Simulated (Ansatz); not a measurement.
Reaction (ligand exchange at a B–C bond): `BC#CBO` + CH₃OH → `COBO` + `BC#C`

Gas-phase electronic energies from Ansatz, PBE0-D4/def2-TZVP geometries. CCSD(T)/CBS adds triple-zeta CCSD(T) − MP2 to the extrapolated MP2 energy (def2 sets, frozen cores). This one scheme is used for every species. Functionals use def2-TZVPP. Each species was taken in one conformer, which may not be the lowest.

| level | ΔE (kJ/mol) |
| --- | --- |
| PBE-D4 | -72.3 |
| B97M-V | -77.5 |
| BHLYP-D4 | -86.9 |
| CAM-B3LYP-D4 | -88.5 |
| LC-ωPBE | -86.3 |
| MP2/def2-QZVPP | -88.0 |
| HF/CBS(def2) | -91.4 |
| CCSD/CBS(def2) | -86.9 |

Question: What does CCSD(T)/CBS give? (Best estimate.)

Answer: The calculation gave: -85.7 kJ/mol. The listed levels differ from it by 13.4, 8.2, -1.2, -2.8, -0.6, -2.3, -5.7, -1.2 kJ/mol.

Largest T1 diagnostic among the species: 0.016.

Leaving LDA and LC-ωPBE aside and taking each functional with its dispersion term where it has one, the values, not all of them listed here, spread over 18.4 kJ/mol, from CAM-B3LYP-D4 to revPBE-D4. LDA lies −10.0 kJ/mol from PBE without D4. From PBE to PBE0 (25 % exact exchange), in def2-TZVPP and without D4, ΔE moves by −4.8 kJ/mol. At CCSD(T), def2-SVP lies −12.1 kJ/mol from the extrapolated value and def2-TZVPP −1.6 kJ/mol.
